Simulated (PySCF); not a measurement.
C4H7NSi, SMILES CC1=CN=C[SiH2]1.

Geometry optimised at B3LYP-D3(BJ)/def2-SVP. This is a generated structure with no PubChem entry under its InChIKey; it may be hypothetical.

Method: TDA-B3LYP/def2-SVPD in PySCF.

Vertical excitations.  State labels are in the subgroup Cs.

Computed lowest excited states:
| state | symmetry | energy (eV) | λ (nm) | f | main pairs |
|---|---|---|---|---|---|
| S1 | A" | 3.46 | 358 | 0.000 | HOMO−1→LUMO 99 % |
| S2 | A' | 4.41 | 281 | 0.109 | HOMO→LUMO 93 % |
| S3 | A" | 5.51 | 225 | 0.003 | HOMO−2→LUMO 98 % |
| S4 | A" | 5.92 | 210 | 0.000 | HOMO→LUMO+1 99 % |
| S5 | A' | 6.17 | 201 | 0.026 | HOMO−1→LUMO+1 90 % |
| S6 | A" | 6.28 | 197 | 0.000 | HOMO→LUMO+2 96 % |
| S7 | A' | 6.42 | 193 | 0.004 | HOMO−1→LUMO+2 96 % |
| S8 | A" | 6.48 | 191 | 0.000 | HOMO−1→LUMO+3 98 % |
| S9 | A' | 6.62 | 187 | 0.020 | HOMO−3→LUMO 57 %, HOMO→LUMO+3 36 % |
| S10 | A" | 6.81 | 182 | 0.001 | HOMO→LUMO+4 96 % |
| T1 | A' | 2.65 | 467 | 0 | HOMO→LUMO 96 % |
| T2 | A" | 2.89 | 429 | 0 | HOMO−1→LUMO 97 % |
| T3 | A' | 5.03 | 246 | 0 | HOMO→LUMO+3 48 %, HOMO−3→LUMO 31 %, HOMO−5→LUMO 15 % |
| T4 | A" | 5.10 | 243 | 0 | HOMO−2→LUMO 96 % |
Triplets are in the Tamm–Dancoff approximation.
